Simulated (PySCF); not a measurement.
## Deuteron quadrupole couplings in `C=C([Si@@H](O)C[SiH3])[S@](C)=O`

Species: C4H12O2SSi2.
Z-matrix (Å and degrees, GFN2-xTB geometry), rows numbered from 1:
```
C 
C   1  1.3211
Si  2  1.9058  1  127.65
O   3  1.6097  2  108.68  1  -162.64
C   3  1.8894  2  108.81  1   -40.86
Si  5  1.8954  3  112.69  2  -179.73
S   2  1.8152  1  115.25  3  -179.83
C   7  1.8436  2   94.23  1  -102.69
O   7  1.4819  2  106.87  1   150.51
H   1  1.0805  2  122.47  3   179.35
H   1  1.0777  2  121.53  3    -0.89
H   3  1.4725  2  105.50  1    80.37
H   4  0.9828  3  114.75  2    -0.92
H   5  1.0883  3  109.45  2    58.78
H   5  1.0898  3  109.91  2   -57.80
H   6  1.4692  5  108.66  3  -179.26
H   6  1.4658  5  108.72  3   -60.90
H   6  1.4595  5  111.32  3    60.21
H   8  1.0836  7  108.20  2    65.47
H   8  1.0836  7  109.35  2   -55.57
H   8  1.0853  7  107.55  2  -175.20
```

Level: PBE0/pcSseg-1 (PySCF, non-relativistic); Q(2H) = 0.00286 b; rigid geometry, the same for H and D, with no vibrational averaging.

Question: Rank these positions by the coupling χzz of a deuteron there, largest first.
A. H20 (methyl hydrogen)
B. H13 (hydroxyl hydrogen)
C. H10 (vinylic hydrogen)
D. H12 (Si–H hydrogen)
E. H11 (vinylic hydrogen)
F. H18 (Si–H hydrogen)

Answer: B (241 kHz), E (224 kHz), C (218 kHz), A (212 kHz), F (111 kHz), D (103 kHz).

Q: Give the electric field gradient Vzz (the principal value of largest size), its asymmetry and the 2H coupling at each hydrogen.

A: 
```json
{"atom": "H10", "bonded to": "C1", "bond length (Å)": "1.081", "Vzz (au)": "0.3251", "η": "0.05", "χzz (kHz)": "218"}
{"atom": "H11", "bonded to": "C1", "bond length (Å)": "1.078", "Vzz (au)": "0.3331", "η": "0.04", "χzz (kHz)": "224"}
{"atom": "H12", "bonded to": "Si3", "bond length (Å)": "1.473", "Vzz (au)": "0.1537", "η": "0.02", "χzz (kHz)": "103"}
{"atom": "H13", "bonded to": "O4", "bond length (Å)": "0.983", "Vzz (au)": "0.3582", "η": "0.11", "χzz (kHz)": "241"}
{"atom": "H14", "bonded to": "C5", "bond length (Å)": "1.088", "Vzz (au)": "0.3257", "η": "0.01", "χzz (kHz)": "219"}
{"atom": "H15", "bonded to": "C5", "bond length (Å)": "1.090", "Vzz (au)": "0.3207", "η": "0.01", "χzz (kHz)": "216"}
{"atom": "H16", "bonded to": "Si6", "bond length (Å)": "1.469", "Vzz (au)": "0.1592", "η": "0.01", "χzz (kHz)": "107"}
{"atom": "H17", "bonded to": "Si6", "bond length (Å)": "1.466", "Vzz (au)": "0.1612", "η": "0.02", "χzz (kHz)": "108"}
{"atom": "H18", "bonded to": "Si6", "bond length (Å)": "1.460", "Vzz (au)": "0.1650", "η": "0.01", "χzz (kHz)": "111"}
{"atom": "H19", "bonded to": "C8", "bond length (Å)": "1.084", "Vzz (au)": "0.3185", "η": "0.04", "χzz (kHz)": "214"}
{"atom": "H20", "bonded to": "C8", "bond length (Å)": "1.084", "Vzz (au)": "0.3159", "η": "0.05", "χzz (kHz)": "212"}
{"atom": "H21", "bonded to": "C8", "bond length (Å)": "1.085", "Vzz (au)": "0.3154", "η": "0.04", "χzz (kHz)": "212"}
```

Q: Average by the element that carries the hydrogen.

A: on C: 216 kHz over 7 positions, mean bond length 1.084 Å; on Si: 107 kHz over 4 positions, mean bond length 1.467 Å; on O: 241 kHz over 1 position, mean bond length 0.983 Å.

Q: How does χzz go with the bond length over the 7 C–H bonds?

A: A straight-line fit has a slope of -4.9 kHz for each 0.01 Å, with a correlation coefficient of -0.49, over lengths from 1.078 to 1.090 Å.

Q: Give the 2H NMR doublet splittings at H19 for a magnetic field along the z, y and x axes of the gradient: 3χ/2, 3χ(1 + η)/4, 3χ(1 − η)/4.

A: With |χ| = 214.0 kHz and η = 0.044: 321, 168 and 153 kHz, to first order and without motion.

The structure is a single GFN2-xTB conformer in the gas phase; no vibrational or solvent corrections. GFN2-xTB bond lengths can be off by several hundredths of an ångström, more for odd bonds, and the gradients follow them. The basis is small and wasn't made for field gradients, so the couplings can be 20 % off.
